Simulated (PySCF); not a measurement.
Si(F)2(Me)2 (C₂H₆F₂Si), SMILES F[Si](C)(F)C. The structure is a stationary point at B3LYP-D3(BJ)/def2-SVP.

Computed equilibrium geometry at B3LYP-D3(BJ)/def2-SVP (PySCF confirms it by a frequency run) as a Z-matrix, and its point group:
point group C2v.
```
Si
F 1 1.6264
F 1 1.6264 2 105.59
C 1 1.8549 2 108.82 3 116.68
H 4 1.1014 1 110.77 2 -57.30
H 4 1.1018 5 108.11 1 -121.61
H 4 1.1018 5 108.11 6 -116.78
C 1 1.8549 2 108.82 3 -116.68
H 8 1.1014 1 110.77 2 57.30
H 8 1.1018 9 108.11 1 -121.61
H 8 1.1018 9 108.11 10 -116.78
```
